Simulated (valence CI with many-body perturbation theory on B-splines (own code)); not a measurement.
**E1 transitions of Dy59+**

Method: configuration interaction combined with many-body perturbation theory (CI+MBPT): five valence electrons over a frozen Dirac-Fock core [He], radial functions for each j: 9 s, 9 p, 8 d, 6 f, 3 g, 1 h, with the one-electron correlation potential Σ1, the two-electron term Σ2, the three-electron term Σ3, Breit, model QED; selected CI, second order for the rest (own B-spline code, finite nucleus).

No measured spectrum was set against this ion. As an estimate, large intervals hold to a few tenths of a per cent, small ones and those within an open d or f shell to about a per cent. Among the levels kept, up to 1100 cm⁻¹ of a level comes from second order outside the variational space, and about a tenth of that is noise between levels of different J, which matters for small intervals.

Lines 151 to 200 of 254 in falling wavelength, among levels below 628.96 Ry, chosen from the strongest by gf and those to the six lowest levels. Wavelengths and rates use the calculated energies. Electric multipoles are in the length gauge, E1 and E2 with the static RPA response of the core. Weak lines are less certain than strong ones. Lines between different terms over intervals too small for the method are left out, as are lines whose strength nearly cancels. The highest levels of a list are the least certain.

Levels are named by their leading jj configuration (3d3/2^4 stands for four electrons in 3d with j = 3/2), which in mixed levels can hold well under half, so a name can repeat and another be missing. Letters in brackets count levels of one name in rising energy.

```
λ vac (Å)                               Upper                       Lower   A (s⁻¹)  S (a.u.) with core polarisation  S without
    1.779     (2s 2p1/2^2 2p3/2 3s) J=3/2 [a]  (2s 2p1/2^2 2p3/2^2) J=5/2  9.78e+13                         1.09e-03   1.08e-03
    1.779             (2s^2 2p1/2^2 3s) J=1/2  (2s^2 2p1/2^2 2p3/2) J=3/2  1.26e+14                         7.00e-04   6.99e-04
    1.778  (2s^2 2p1/2 2p3/2 3p3/2) J=3/2 [b]  (2s 2p1/2^2 2p3/2^2) J=1/2  1.21e+12                         1.35e-05   1.35e-05
    1.777         (2s^2 2p1/2 2p3/2 3s) J=5/2  (2s^2 2p1/2 2p3/2^2) J=5/2  6.09e+13                         1.01e-03   1.01e-03
    1.776     (2s^2 2p1/2 2p3/2 3s) J=3/2 [a]  (2s^2 2p1/2 2p3/2^2) J=3/2  5.37e+13                         5.93e-04   5.92e-04
    1.775     (2s^2 2p1/2 2p3/2 3s) J=3/2 [b]  (2s^2 2p1/2 2p3/2^2) J=5/2  9.19e+13                         1.01e-03   1.01e-03
    1.773         (2s^2 2p1/2 2p3/2 3s) J=1/2  (2s^2 2p1/2 2p3/2^2) J=3/2  1.08e+14                         5.96e-04   5.95e-04
    1.772  (2s^2 2p1/2 2p3/2 3p3/2) J=1/2 [b]  (2s 2p1/2^2 2p3/2^2) J=1/2  9.98e+11                         5.48e-06   5.46e-06
    1.771         (2s^2 2p1/2 2p3/2 3s) J=5/2  (2s^2 2p1/2 2p3/2^2) J=3/2  4.30e+12                         7.06e-05   7.05e-05
    1.769     (2s^2 2p1/2 2p3/2 3s) J=3/2 [b]  (2s^2 2p1/2 2p3/2^2) J=3/2  1.75e+13                         1.92e-04   1.91e-04
    1.764  (2s^2 2p1/2 2p3/2 3p3/2) J=5/2 [a]  (2s 2p1/2^2 2p3/2^2) J=5/2  2.87e+12                         4.66e-05   4.66e-05
    1.763     (2s 2p1/2^2 2p3/2 3s) J=3/2 [b]  (2s 2p1/2^2 2p3/2^2) J=5/2  4.64e+12                         5.03e-05   5.02e-05
    1.762  (2s^2 2p1/2 2p3/2 3p3/2) J=3/2 [a]  (2s 2p1/2^2 2p3/2^2) J=5/2  1.39e+12                         1.50e-05   1.50e-05
    1.760      (2s^2 2p1/2 2p3/2 3p3/2) J=7/2  (2s 2p1/2^2 2p3/2^2) J=5/2  1.23e+10                         2.66e-07   2.67e-07
    1.755  (2s^2 2p1/2 2p3/2 3p3/2) J=3/2 [b]  (2s 2p1/2^2 2p3/2^2) J=5/2  5.98e+12                         6.38e-05   6.37e-05
    1.706      (2s 2p1/2^2 2p3/2 3p1/2) J=3/2  (2s^2 2p1/2 2p3/2^2) J=1/2  9.56e+10                         9.38e-07   9.38e-07
    1.702  (2s 2p1/2^2 2p3/2 3d3/2) J=3/2 [a]  (2s 2p1/2^2 2p3/2^2) J=1/2  4.75e+13                         4.62e-04   4.62e-04
    1.702      (2s 2p1/2^2 2p3/2 3d3/2) J=1/2  (2s 2p1/2^2 2p3/2^2) J=3/2  5.44e+13                         2.65e-04   2.65e-04
    1.701      (2s 2p1/2^2 2p3/2 3d3/2) J=1/2  (2s 2p1/2^2 2p3/2^2) J=1/2  2.35e+13                         1.14e-04   1.14e-04
    1.696      (2s 2p1/2^2 2p3/2 3p1/2) J=3/2  (2s^2 2p1/2 2p3/2^2) J=5/2  1.32e+10                         1.27e-07   1.26e-07
    1.696      (2s 2p1/2^2 2p3/2 3p1/2) J=5/2  (2s^2 2p1/2 2p3/2^2) J=5/2  8.47e+10                         1.22e-06   1.22e-06
    1.691      (2s 2p1/2^2 2p3/2 3p1/2) J=3/2  (2s^2 2p1/2 2p3/2^2) J=3/2  1.32e+12                         1.26e-05   1.26e-05
    1.689  (2s^2 2p1/2 2p3/2 3d3/2) J=3/2 [a]  (2s^2 2p1/2 2p3/2^2) J=1/2  1.32e+13                         1.26e-04   1.26e-04
    1.689      (2s 2p1/2^2 2p3/2 3p1/2) J=1/2  (2s^2 2p1/2 2p3/2^2) J=1/2  6.29e+12                         2.99e-05   3.00e-05
    1.688  (2s^2 2p1/2 2p3/2 3d3/2) J=3/2 [b]  (2s^2 2p1/2 2p3/2^2) J=1/2  2.25e+13                         2.14e-04   2.14e-04
    1.688  (2s^2 2p1/2 2p3/2 3d3/2) J=1/2 [a]  (2s^2 2p1/2 2p3/2^2) J=1/2  3.80e+13                         1.80e-04   1.80e-04
    1.687  (2s 2p1/2^2 2p3/2 3d3/2) J=3/2 [b]  (2s 2p1/2^2 2p3/2^2) J=1/2  1.04e+13                         9.90e-05   9.91e-05
    1.685      (2s 2p1/2^2 2p3/2 3d5/2) J=5/2  (2s 2p1/2^2 2p3/2^2) J=3/2  2.29e+13                         3.25e-04   3.25e-04
    1.682      (2s 2p1/2^2 2p3/2 3d3/2) J=5/2  (2s 2p1/2^2 2p3/2^2) J=5/2  8.00e+13                         1.13e-03   1.13e-03
    1.681  (2s 2p1/2^2 2p3/2 3d3/2) J=3/2 [a]  (2s 2p1/2^2 2p3/2^2) J=5/2  1.42e+14                         1.33e-03   1.33e-03
    1.680      (2s 2p1/2^2 2p3/2 3d3/2) J=7/2  (2s 2p1/2^2 2p3/2^2) J=5/2  2.76e+12                         5.16e-05   5.17e-05
    1.680  (2s^2 2p1/2 2p3/2 3d3/2) J=3/2 [c]  (2s^2 2p1/2 2p3/2^2) J=1/2  3.76e+13                         3.52e-04   3.53e-04
    1.679  (2s^2 2p1/2 2p3/2 3d3/2) J=3/2 [a]  (2s^2 2p1/2 2p3/2^2) J=5/2  5.58e+12                         5.22e-05   5.22e-05
    1.678  (2s^2 2p1/2 2p3/2 3d3/2) J=5/2 [a]  (2s^2 2p1/2 2p3/2^2) J=5/2  5.90e+13                         8.26e-04   8.26e-04
    1.678  (2s^2 2p1/2 2p3/2 3d3/2) J=3/2 [b]  (2s^2 2p1/2 2p3/2^2) J=5/2  3.70e+13                         3.45e-04   3.45e-04
    1.678  (2s^2 2p1/2 2p3/2 3d3/2) J=1/2 [b]  (2s^2 2p1/2 2p3/2^2) J=1/2  3.15e+13                         1.47e-04   1.47e-04
    1.677          (2s^2 2p1/2^2 3d3/2) J=3/2  (2s^2 2p1/2^2 2p3/2) J=3/2  1.60e+14                         1.49e-03   1.49e-03
    1.675      (2s^2 2p1/2 2p3/2 3d3/2) J=7/2  (2s^2 2p1/2 2p3/2^2) J=5/2  9.99e+12                         1.85e-04   1.85e-04
    1.674  (2s^2 2p1/2 2p3/2 3d3/2) J=3/2 [a]  (2s^2 2p1/2 2p3/2^2) J=3/2  3.61e+13                         3.35e-04   3.35e-04
    1.674      (2s 2p1/2^2 2p3/2 3p1/2) J=1/2  (2s^2 2p1/2 2p3/2^2) J=3/2  9.18e+12                         4.25e-05   4.26e-05
    1.673  (2s^2 2p1/2 2p3/2 3d3/2) J=5/2 [a]  (2s^2 2p1/2 2p3/2^2) J=3/2  2.17e+10                         3.01e-07   3.01e-07
    1.673  (2s^2 2p1/2 2p3/2 3d3/2) J=3/2 [b]  (2s^2 2p1/2 2p3/2^2) J=3/2  4.17e+13                         3.86e-04   3.86e-04
    1.673  (2s^2 2p1/2 2p3/2 3d3/2) J=1/2 [a]  (2s^2 2p1/2 2p3/2^2) J=3/2  7.93e+13                         3.66e-04   3.66e-04
    1.672  (2s^2 2p1/2 2p3/2 3d3/2) J=5/2 [b]  (2s^2 2p1/2 2p3/2^2) J=5/2  1.29e+13                         1.78e-04   1.79e-04
    1.671  (2s^2 2p1/2 2p3/2 3d5/2) J=3/2 [a]  (2s^2 2p1/2 2p3/2^2) J=1/2  6.59e+13                         6.07e-04   6.07e-04
    1.670  (2s^2 2p1/2 2p3/2 3d3/2) J=3/2 [c]  (2s^2 2p1/2 2p3/2^2) J=5/2  1.11e+14                         1.02e-03   1.02e-03
    1.667  (2s^2 2p1/2 2p3/2 3d3/2) J=5/2 [b]  (2s^2 2p1/2 2p3/2^2) J=3/2  2.54e+12                         3.48e-05   3.48e-05
    1.666  (2s 2p1/2^2 2p3/2 3d3/2) J=3/2 [b]  (2s 2p1/2^2 2p3/2^2) J=5/2  9.05e+13                         8.26e-04   8.27e-04
    1.665  (2s^2 2p1/2 2p3/2 3d5/2) J=7/2 [a]  (2s^2 2p1/2 2p3/2^2) J=5/2  2.53e+13                         4.61e-04   4.61e-04
    1.665  (2s^2 2p1/2 2p3/2 3d3/2) J=3/2 [c]  (2s^2 2p1/2 2p3/2^2) J=3/2  3.59e+11                         3.27e-06   3.27e-06
```
